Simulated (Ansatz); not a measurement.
A short molecular-dynamics run on In(H2S)F3 (InH₂SF₃).

```yaml
crystal:
  periodic: [false, false, false]
  atoms:
    - {symbol: In, position_ang: [0.323064, -0.231962, -0.978940]}
    - {symbol: S, position_ang: [0.244246, 0.040929, 1.739661]}
    - {symbol: H, position_ang: [-0.263949, 1.180887, 1.130569]}
    - {symbol: H, position_ang: [-0.970850, -0.581546, 1.701798]}
    - {symbol: F, position_ang: [2.158385, -0.414776, -1.654226]}
    - {symbol: F, position_ang: [-0.424362, 1.623230, -0.761217]}
    - {symbol: F, position_ang: [-1.066544, -1.616752, -1.177645]}
basis:
  gaussian: {orbitals: def2-SVP}
magnetization: {spin_polarized: true, initial_magnetization: 0}
hamiltonian: {xc: {name: PBE}}
md: {timestep: 2 fs, n_steps: 15, ensemble: nvt_nose_hoover, temperature: 1500, initial_velocities: maxwell_boltzmann, seed: 41}
scf: {omitted_lower_state_checks: [starts]}
```

```sh
$ ansatz run in.yaml --threads 4 --pin off --events-out ev --progress --plain --max-ram 3916MiB
```

```csv
step,time (fs),potential energy (eV),kinetic (eV),T (K),conserved (eV)
0,0.0,-24172.4482,0.9695,1500,-24171.4787
1,2.0,-24172.2098,0.7819,1210,-24171.4279
2,4.0,-24171.9969,0.5877,909,-24171.4093
3,6.0,-24172.1217,0.6929,1072,-24171.4292
4,8.0,-24172.2429,0.7616,1178,-24171.4822
5,10.0,-24171.8353,0.4679,724,-24171.3689
6,12.0,-24172.1091,0.6281,972,-24171.4832
7,14.0,-24172.0824,0.6320,978,-24171.4536
8,16.0,-24171.8141,0.4007,620,-24171.4175
9,18.0,-24171.8612,0.4413,683,-24171.4250
10,20.0,-24172.0921,0.6219,962,-24171.4768
11,22.0,-24171.8369,0.4173,646,-24171.4277
12,24.0,-24171.9063,0.4665,722,-24171.4496
13,26.0,-24172.1388,0.6756,1045,-24171.4752
14,28.0,-24171.9277,0.5130,794,-24171.4293
15,30.0,-24171.8961,0.4900,758,-24171.4230
```

Velocities are drawn at the set temperature; a run this short doesn't reach equilibrium. The conserved energy moves by 0.11 eV, a sign that the time step is too long.

In the def2 sets In takes a core potential; there is no spin–orbit coupling.

Frames (Å, forces in eV/Å):

```xyz
7
time=0.0 fs
In    0.323   -0.232   -0.979    0.005    0.004   -0.005
S     0.244    0.041    1.740   -0.009    0.004    0.014
H    -0.264    1.181    1.131    0.007    0.005    0.001
H    -0.971   -0.582    1.702   -0.002   -0.006    0.008
F     2.158   -0.415   -1.654    0.009   -0.005   -0.011
F    -0.424    1.623   -0.761   -0.005    0.008   -0.001
F    -1.067   -1.617   -1.178   -0.004   -0.009   -0.007
7
time=2.0 fs
In    0.326   -0.234   -0.975   -0.077    0.400    0.061
S     0.238    0.036    1.728   -2.744    0.038   -0.312
H    -0.321    1.260    1.199    0.615   -0.921    0.205
H    -1.141   -0.560    1.682    2.219    0.786    0.089
F     2.156   -0.416   -1.677   -0.072    0.002    0.031
F    -0.425    1.642   -0.758    0.094   -0.271   -0.047
F    -1.060   -1.621   -1.167   -0.035   -0.035   -0.027
7
time=4.0 fs
In    0.329   -0.235   -0.970   -0.141    0.767    0.030
S     0.229    0.031    1.715   -3.504    0.376   -0.225
H    -0.354    1.304    1.275    0.909   -1.265    0.147
H    -1.227   -0.508    1.665    2.744    0.727    0.110
F     2.154   -0.416   -1.699   -0.156    0.006    0.082
F    -0.425    1.661   -0.755    0.201   -0.554   -0.107
F    -1.054   -1.626   -1.156   -0.054   -0.056   -0.037
7
time=6.0 fs
In    0.332   -0.237   -0.966   -0.186    1.094   -0.091
S     0.215    0.027    1.703   -2.917    0.402    0.116
H    -0.352    1.299    1.357    0.862   -0.887   -0.061
H    -1.207   -0.428    1.653    2.225    0.294    0.103
F     2.151   -0.417   -1.722   -0.240    0.008    0.140
F    -0.424    1.678   -0.752    0.314   -0.838   -0.173
F    -1.048   -1.631   -1.145   -0.058   -0.072   -0.034
7
time=8.0 fs
In    0.335   -0.238   -0.962   -0.211    1.360   -0.262
S     0.198    0.023    1.690    0.012    0.085    0.641
H    -0.318    1.261    1.436    0.463    0.400   -0.368
H    -1.102   -0.337    1.645   -0.313   -0.683    0.030
F     2.148   -0.418   -1.744   -0.322    0.010    0.203
F    -0.423    1.693   -0.749    0.420   -1.092   -0.222
F    -1.042   -1.635   -1.134   -0.049   -0.079   -0.022
7
time=10.0 fs
In    0.338   -0.238   -0.957   -0.221    1.548   -0.415
S     0.181    0.019    1.679    4.868   -0.159    1.114
H    -0.266    1.238    1.502    0.029    1.826   -0.565
H    -1.009   -0.273    1.637   -4.745   -1.875   -0.135
F     2.145   -0.419   -1.766   -0.396    0.014    0.261
F    -0.421    1.707   -0.747    0.500   -1.276   -0.249
F    -1.036   -1.640   -1.123   -0.034   -0.077   -0.010
7
time=12.0 fs
In    0.341   -0.238   -0.953   -0.223    1.660   -0.501
S     0.169    0.015    1.668    1.777   -0.456    1.029
H    -0.212    1.284    1.546    0.112    1.074   -0.461
H    -1.098   -0.280    1.625   -1.730   -0.856   -0.088
F     2.140   -0.420   -1.787   -0.453    0.019    0.303
F    -0.418    1.718   -0.746    0.548   -1.368   -0.272
F    -1.030   -1.646   -1.112   -0.030   -0.072   -0.011
7
time=14.0 fs
In    0.343   -0.238   -0.949   -0.226    1.709   -0.546
S     0.160    0.010    1.659   -1.787    0.164    0.901
H    -0.154    1.372    1.572    0.266   -0.684   -0.365
H    -1.253   -0.319    1.609    1.693    0.243   -0.016
F     2.135   -0.420   -1.808   -0.494    0.025    0.335
F    -0.414    1.726   -0.744    0.576   -1.396   -0.292
F    -1.024   -1.651   -1.101   -0.029   -0.062   -0.018
7
time=16.0 fs
In    0.346   -0.237   -0.946   -0.229    1.705   -0.602
S     0.149    0.006    1.651   -2.621    0.625    0.910
H    -0.086    1.434    1.584    0.140   -1.598   -0.353
H    -1.343   -0.350    1.593    2.655    0.679    0.003
F     2.128   -0.421   -1.828   -0.522    0.031    0.363
F    -0.409    1.731   -0.744    0.595   -1.398   -0.301
F    -1.018   -1.656   -1.091   -0.018   -0.043   -0.020
7
time=18.0 fs
In    0.348   -0.235   -0.942   -0.224    1.649   -0.694
S     0.135    0.002    1.644   -2.080    0.448    0.962
H    -0.013    1.435    1.583   -0.150   -1.514   -0.347
H    -1.332   -0.354    1.576    2.383    0.787    0.000
F     2.121   -0.422   -1.847   -0.538    0.036    0.388
F    -0.403    1.733   -0.744    0.604   -1.394   -0.297
F    -1.012   -1.662   -1.080    0.005   -0.012   -0.013
7
time=20.0 fs
In    0.351   -0.233   -0.939   -0.212    1.535   -0.815
S     0.117   -0.001    1.638    0.094   -0.335    1.106
H     0.055    1.377    1.568   -0.459   -0.394   -0.344
H    -1.229   -0.329    1.560    0.477    0.498   -0.078
F     2.112   -0.422   -1.865   -0.540    0.040    0.409
F    -0.395    1.733   -0.745    0.601   -1.377   -0.278
F    -1.006   -1.667   -1.069    0.040    0.032    0.000
7
time=22.0 fs
In    0.353   -0.230   -0.936   -0.204    1.362   -0.934
S     0.101   -0.005    1.634    4.692   -1.201    1.563
H     0.105    1.305    1.540   -0.599    1.435   -0.406
H    -1.108   -0.284    1.540   -4.023   -0.400   -0.409
F     2.102   -0.423   -1.883   -0.526    0.045    0.421
F    -0.386    1.729   -0.746    0.580   -1.326   -0.246
F    -1.001   -1.673   -1.058    0.080    0.084    0.010
7
time=24.0 fs
In    0.356   -0.227   -0.933   -0.208    1.142   -0.990
S     0.089   -0.010    1.631    3.924   -1.710    1.677
H     0.133    1.287    1.497   -0.556    1.745   -0.442
H    -1.141   -0.254    1.505   -3.313   -0.157   -0.443
F     2.092   -0.423   -1.900   -0.489    0.047    0.415
F    -0.376    1.723   -0.748    0.534   -1.198   -0.221
F    -0.995   -1.678   -1.048    0.107    0.130    0.003
7
time=26.0 fs
In    0.358   -0.223   -0.931   -0.220    0.869   -0.969
S     0.083   -0.017    1.631   -0.409   -0.634    1.041
H     0.139    1.336    1.436   -0.513    0.038   -0.256
H    -1.301   -0.231    1.453    0.990    0.488    0.013
F     2.080   -0.423   -1.916   -0.431    0.049    0.391
F    -0.365    1.715   -0.750    0.464   -0.979   -0.199
F    -0.988   -1.683   -1.037    0.119    0.169   -0.022
7
time=28.0 fs
In    0.360   -0.219   -0.929   -0.225    0.531   -0.926
S     0.076   -0.025    1.631   -2.101    0.701    0.502
H     0.125    1.387    1.366   -0.419   -1.246   -0.014
H    -1.423   -0.188    1.401    2.601    0.448    0.291
F     2.067   -0.424   -1.931   -0.361    0.051    0.357
F    -0.353    1.705   -0.753    0.372   -0.693   -0.157
F    -0.982   -1.688   -1.026    0.132    0.208   -0.053
7
time=30.0 fs
In    0.362   -0.215   -0.927   -0.211    0.134   -0.913
S     0.066   -0.032    1.632   -2.405    1.275    0.207
H     0.096    1.390    1.295   -0.254   -1.516    0.149
H    -1.446   -0.129    1.361    2.738    0.182    0.415
F     2.053   -0.424   -1.946   -0.279    0.051    0.317
F    -0.340    1.693   -0.756    0.259   -0.376   -0.098
F    -0.975   -1.693   -1.015    0.152    0.249   -0.077
```

It took 21 s on 4 threads of Arm Neoverse V2 on a shared host.
